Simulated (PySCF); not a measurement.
# HfF₃: from structure and modes to constants

Level of theory: UPBE0 in PySCF with Hf def2-TZVP with ECP60, F def2-TZVP; scalar-relativistic core potentials, no spin–orbit coupling; density-fitted integrals.

The doublet minimum has D3h symmetry. Masses (u): Hf 179.94655, F 18.99840.

```xyz
4
charge 0 multiplicity 2, angstrom
Hf    0.0000    0.0000    0.0000
F     1.9015    0.0000    0.0000
F    -0.9508    1.6468    0.0000
F    -0.9508   -1.6468    0.0000
```

Harmonic wavenumbers (cm⁻¹): 65.4 (a2'', ×1), 150.0 (e', ×2), 645.9 (e', ×2), 653.7 (a1', ×1).

Problem. Find the principal moments of inertia and the rotational constants. What kind of rotor is it?

Solution. About the centre of mass I = 103.04, 103.04, 206.08 u Å². With B = 16.8576/I this gives 0.1636, 0.1636, 0.0818 cm⁻¹. The molecule is an oblate symmetric top.

Problem. What is the harmonic zero-point energy?

Solution. Half the sum of all 6 wavenumbers, 2311/2 = 1155 cm⁻¹, which is 13.8 kJ/mol (1 cm⁻¹ = 0.0119627 kJ/mol).

Problem. Give the standard entropy (298.15 K, 1 bar) by its translational, rotational, vibrational and spin parts, and Cp.

Solution. Sackur–Tetrode with M = 236.94 u gives 177.0; rotation with symmetry number 6 gives 94.3; vibration 45.0; spin R ln 2 = 5.8. The total is 322.1 J/(mol K), and Cp = 4 R + 35.9 = 69.1 J/(mol K).

Only a few start shapes were tried, so a lower isomer may exist. Open d and f shells are described by one determinant, and the ground state may have another occupation or spin. Spin–orbit coupling, left out here, can matter for elements this heavy.
